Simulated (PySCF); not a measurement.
Compound: GeH7PSi.
SMILES with atom numbers: `[SiH3:1][GeH2:2][PH2:3]` (hydrogens: H4, H5, H6 on Si1; H7, H8 on Ge2; H9, H10 on P3)

Method: PySCF 2.14.0, PBE0-D3(BJ)/def2-SVP geometry optimisation, gas phase; density fitting, grid level 1; the optimiser is geomeTRIC in internal coordinates, started from a GFN2-xTB structure with every atom displaced at random (about 0.01 Å).

Step 1: E = -73772.2415 eV
```
atom  x, y, z in Å  |  force x, y, z in eV/Å
Si1     1.6348    0.7143    0.0752    0.075  -0.014  -0.015
Ge2    -0.1789   -0.7754   -0.3021   -0.045  -0.294  -0.070
P3     -2.2084    0.3805   -0.3388   -0.056  -0.190   0.170
H4      2.9109   -0.0655    0.0782    0.014   0.036   0.012
H5      1.6911    1.7445   -1.0047   -0.011  -0.005  -0.023
H6      1.4822    1.4124    1.3873   -0.021  -0.024   0.023
H7     -0.1939   -1.9245    0.7456    0.019   0.189  -0.050
H8     -0.0288   -1.4696   -1.6846   -0.002   0.144   0.128
H9     -2.9425   -0.8128   -0.0144    0.007   0.185  -0.075
H10    -2.1170    0.7756    1.0378    0.019  -0.026  -0.100
```

Step 2: E = -73772.2507 eV
```
atom  x, y, z in Å  |  force x, y, z in eV/Å
Si1     1.6377    0.7096    0.0726    0.010   0.013  -0.011
Ge2    -0.1765   -0.7854   -0.3009   -0.053  -0.083  -0.032
P3     -2.2046    0.3744   -0.3352    0.031  -0.020   0.043
H4      2.9241   -0.0525    0.0784    0.004   0.014   0.005
H5      1.6821    1.7391   -1.0096   -0.003  -0.005  -0.002
H6      1.4737    1.4015    1.3874   -0.006  -0.011   0.008
H7     -0.1843   -1.9138    0.7527    0.013   0.032   0.042
H8     -0.0247   -1.4631   -1.6785    0.011   0.029  -0.017
H9     -2.9744   -0.7910   -0.0258   -0.004   0.028  -0.027
H10    -2.1036    0.7608    1.0383   -0.002   0.004  -0.010
```

**Question.** Estimate the geometry and energy of step 3. (The exact step hangs on the optimiser's Hessian estimate; all steps are aligned on step 2, rigid shifts and turns removed.)

**Answer.** E = -73772.2531 eV, largest force 0.060 eV/Å
```
atom  x, y, z in Å  |  force x, y, z in eV/Å
Si1     1.6343    0.7063    0.0705   -0.013   0.014  -0.005
Ge2    -0.1752   -0.7972   -0.3017   -0.022  -0.028  -0.010
P3     -2.1930    0.3772   -0.3311    0.040   0.045  -0.008
H4      2.9291   -0.0408    0.0785    0.004   0.003   0.002
H5      1.6693    1.7360   -1.0118    0.000   0.000   0.003
H6      1.4606    1.3926    1.3873   -0.001  -0.002   0.002
H7     -0.1778   -1.9130    0.7635    0.007  -0.003   0.025
H8     -0.0213   -1.4652   -1.6824    0.002  -0.006  -0.016
H9     -2.9861   -0.7732   -0.0364   -0.012  -0.022  -0.004
H10    -2.0904    0.7567    1.0429   -0.005   0.000   0.012
```

The energy changes by -0.0024 eV. The first-order estimate −F·Δx gives -0.0031 eV and the mean of the old and new forces, exact on a quadratic surface, -0.0021 eV. The step makes an angle of 60° with the force vector and moves no atom by more than 0.024 Å.

What follows is the cost of the whole optimisation. Hardware: an Arm Neoverse V1 with one thread, no GPU (shared host). Cost: 30 s, 0.43 GiB resident at most.
